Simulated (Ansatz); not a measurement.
Cartesian coordinates in Å:
```
C 0.850 0.586 0.955
C 0.420 -0.274 -0.208
C -0.897 0.118 -1.003
B -0.805 -1.163 -0.205
F -1.406 -2.242 0.236
H 1.577 0.065 1.582
H 0.001 0.846 1.593
H 1.304 1.521 0.614
H 1.236 -0.555 -0.874
H -1.456 0.962 -0.605
H -0.824 0.138 -2.086
```

Total charge 0; spin multiplicity 1.

(1) List the PBE/def2-TZVPP orbital energies in eV (Ansatz). (An estimate is asked.)

## Answers

(1) Ansatz gave: Occupied: -660.62, -268.87, -268.85, -268.61, -178.30, -30.56, -20.00, -17.25, -14.10, -13.37, -12.02, -11.30, -10.99, -10.62, -10.00, -9.42, -8.59, -6.83, -5.82. Lowest empty: -1.55, 0.12, 1.20, 1.29, 1.52, 2.21, 2.49, 2.92.
